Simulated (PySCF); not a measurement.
CH2I, SMILES I[CH2], multiplicity 2. Geometry optimised at B3LYP-D3(BJ)/def2-TZVP. The isomer is the one that the SMILES or the coordinates give; other isomers of the formula were not compared. The def2 effective core potentials stand for the cores of I; spin–orbit coupling is left out.

The numbers are results of B3LYP-D3(BJ)/def2-TZVP (PySCF), not measurements.

Harmonic wavenumbers (cm⁻¹): 184, 618, 852, 1360, 3168, 3320. Rotational constants (GHz): 278.8, 8.842, 8.570; symmetry number 2.

Task: Work out the zero-point energy and the ideal-gas rigid-rotor harmonic-oscillator thermochemistry at 298.15 K and 1 atm.

Result: ZPE = ½ Σ hcν = ½ × 9502 cm⁻¹ = 56.84 kJ/mol. H − E(el) = 68.88 kJ/mol. Entropy in J/(mol K): translation 170.46, rotation 79.00, vibration 12.11, spin 5.76, total 267.33. G − E(el) = -10.83 kJ/mol. Cp = 48.09 J/(mol K).
